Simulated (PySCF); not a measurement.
# [Ce(H2O)4]3+ at several levels of theory

Computed with PySCF 2.14.0 (density fitting, no spin-orbit coupling) at the geometry relaxed with TPSS:

```xyz
13
[Ce(H2O)4]3+ (singlet in the valence; each metal's 4f electrons, 1 of them, lie in its core potential, out of spins and levels)
Ce    0.0001    0.0000    0.0000
O     1.4448    1.4031    1.3405
H     2.2514    1.1400    1.8549
H     1.3829    2.3807    1.4996
O    -1.4446   -1.3406    1.4032
H    -1.3827   -1.4996    2.3808
H    -2.2519   -1.8545    1.1398
O     1.4448   -1.4031   -1.3405
H     1.3829   -2.3807   -1.4996
H     2.2514   -1.1400   -1.8549
O    -1.4446    1.3406   -1.4032
H    -2.2519    1.8545   -1.1398
H    -1.3827    1.4996   -2.3808
```

```
 level                                                 basis    state  HOMO (eV)  gap (eV)  charge on Ce1 (e)  population of f-type functions on Ce1 (polarisation alone where 4f lies in the core)  dipole about the centre of mass (D)  largest force component (eV/Å)
  TPSS     Ce lcecp-1-SVP with ECP47, O def2-SVP, H def2-SVP  singlet     -21.93      6.16               1.78                                                                                  0.05                                 0.00                            0.02
    HF                                              the same  singlet     -28.55     17.11               2.22                                                                                  0.04                                 0.00                            1.32
revPBE                                              the same  singlet     -21.79      5.88               1.73                                                                                  0.05                                 0.00                            0.04
 M06-L                                              the same  singlet     -22.25      6.72               1.96                                                                                  0.05                                 0.00                            0.47
  TPSS  Ce lcecp-1-TZVP with ECP47, O def2-TZVP, H def2-TZVP  singlet     -22.00      6.28               2.13                                                                                  0.08                                 0.00                            0.28
  PBE0        Ce def2-SVP with ECP28, O def2-SVP, H def2-SVP  doublet     -22.70      5.92               1.90                                                                                  1.14                                 0.04                            0.46
```

In the lcecp rows the 4f levels are missing from HOMO and gap, and the state counts the valence alone.

HOMO and gap are taken over both spins. Charges are Mulliken's, which hang on the basis. The relaxation used the grid (50, 194), these runs (75, 302) or, all-electron (x2c bases, spin-free X2C Hamiltonian), (99, 590).

**Question.** What does B3LYP with Ce lcecp-1-SVP with ECP47, O def2-SVP, H def2-SVP give here?

**Answer.** state singlet, HOMO (eV) -23.38, gap (eV) 8.01, charge on Ce1 (e) 1.83, population of f-type functions on Ce1 (polarisation alone where 4f lies in the core) 0.05, dipole about the centre of mass (D) 0.00, largest force component (eV/Å) 0.29. Time: 16 s on 2 threads of Arm Neoverse V1 (shared host), from an already converged density.

In the first row's basis the gap widens with exact exchange: 5.9 to 6.7 eV for revPBE, TPSS, M06-L (none); 8.0 eV for B3LYP (a fixed share); 17.1 eV for Hartree–Fock (rising or full at long range).

No frequency check is given that shows the relaxed geometry to be a minimum. An lcecp potential fixes the number of 4f electrons, so in runs with it no electron can move into or out of that shell.

Rows with open f shells in the valence may stand above their lowest state, and their gaps can end on f levels.
